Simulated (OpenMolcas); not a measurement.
## Mn IV: effect of correlating more closed shells

```json
{
 "Program": "OpenMolcas 26.06",
 "Basis": "ANO-RCC-VTZP [6s5p3d2f1g]",
 "Scalar Hamiltonian": "DKH2, point nucleus",
 "Active space": "4 electrons in 5 orbitals (3d)",
 "State averaging": "2S+1 = 5 even, 5 roots; 2S+1 = 3 even, 45 roots; 2S+1 = 1 even, 50 roots",
 "Spin-orbit coupling": "RASSI with atomic mean-field integrals over the reference wave functions, term energies averaged over their components"
}
```

Methods on the same reference wave functions:
A. CASSCF
B. MS-CASPT2, IPEA 0.25 Eh, imaginary shift 0.1 Eh (closed shells correlated: none)
C. MS-CASPT2, IPEA 0.25 Eh, imaginary shift 0.1 Eh (closed shells correlated: 3s 3p)
D. MS-CASPT2, IPEA 0.25 Eh, imaginary shift 0.1 Eh (closed shells correlated: 2s 2p 3s 3p)

Energies in cm⁻¹ above 3d⁴ ⁵D₀, the measured ground level; measured values from Corliss and Sugar, J. Phys. Chem. Ref. Data 6, 1253 (1977).

```tsv
Level	A	B	C	D	Measured
3d⁴ ⁵D₀	0.0	0.0	0.0	0.0	0.0
3d⁴ ⁵D₁	101	102	103	103	99.0
3d⁴ ⁵D₂	299	302	303	303	287
3d⁴ ⁵D₃	586	590	591	591	552
3d⁴ ⁵D₄	954	957	957	957	886
3d⁴ ³H₄	23651	22730	21570	21630	21281
3d⁴ ³H₅	23859	22950	21790	21850	21475
3d⁴ ³H₆	24094	23190	22040	22100	21679
3d⁴ ³P₀(1)	25487	21720	20800	20780	20654
3d⁴ ³P₁(1)	26081	22330	21420	21390	21279
3d⁴ ³P₂(1)	27151	23400	22490	22460	22325
3d⁴ ³F₂(1)	27211	24480	23080	23080	22791
3d⁴ ³F₃(1)	27280	24570	23160	23160	22862
3d⁴ ³F₄(1)	27393	24700	23280	23280	22959
3d⁴ ³G₃	29815	27880	25960	25980	25440
3d⁴ ³G₄	30067	28130	26220	26240	25671
3d⁴ ³G₅	30280	28370	26450	26460	25878
3d⁴ ¹I₆	35551	34360	32660	32750	
3d⁴ ¹G₄(1)	37492	34480	32030	32040	
3d⁴ ³D₃	38495	35220	32110	32060	31385
3d⁴ ³D₂	38577	35290	32190	32150	31474
3d⁴ ³D₁	38667	35390	32280	32230	31581
3d⁴ ¹S₀(1)	43514	38530	34590	34510	
3d⁴ ¹D₂(1)	46532	41770	40750	40750
```

Deviations, from unrounded energies. A percentage is the sum of absolute deviations over the sum of measured energies, with the sign that they share, or ± where signs differ.

```tsv
Against measurement	Levels	A	B	C	D
mean absolute deviation (cm-1)	19	3700	1700	330	330
fine structure of the ground term (%)	4	+6.3	+7.0	+7.1	+7.1
other terms of the ground configuration (%)	15	+18.8	+8.6	+1.7	+1.7
```

C, D lie about equally close to measurement and A furthest from it. The largest miss of C in the table is 3d⁴ ³D₃, by +720 cm-1. The ranking rests on the paired levels alone, and a cruder setting can come out closer through cancelling errors.

Among B to D the level of the table that moves most is 3d⁴ ¹S₀(1), by 4000 cm-1 (lowest in D, highest in B). Moves below CASPT2's spread within the term are not significant.

The two smallest mean deviations differ by little beside CASPT2's spread within terms, so their order carries little weight.

From A to B the spin-free energies of the other terms of 3d⁴ shown, above ⁵D, scale by factors of 0.86 to 0.97, as is usual when dynamic correlation screens the repulsion within a d or f shell.

The lowest spin-free term lies below A's lowest term by 0.044 hartree in B, 0.368 hartree in C, 0.408 hartree in D.

What an inner shell adds also hangs on whether the basis holds functions to correlate it.

CASPT2 breaks the degeneracy within a term, and the mean is taken; among the terms shown or strongly mixed into the levels shown the widest spread is 1200 cm-1 (3d⁴ ¹I, D). The CASPT2 spread within a term exceeds the gap to the next term for 3d⁴ ³P(1) and 3d⁴ ³H, 3d⁴ ¹I and 3d⁴ ¹G(1), so the order of their levels is uncertain (figures for B; the like holds for C, D). Without dynamic correlation excited terms often stand tens of per cent too high (terms of higher spin than the ground term too low), and those without a measured partner can miss by more than the paired ones (holds for A). Computed and measured levels are paired by configuration, term and J; levels that our copy of the source lacks, or whose pairing is in doubt (as where it misses far off the trend of its configuration), stay unpaired and out of the deviations. Levels of configurations outside the active space are missing. The table leaves out levels that lie high or whose names do not pair safely across all columns.

A number in round brackets counts repeated terms of one configuration in the order of the reference energies.
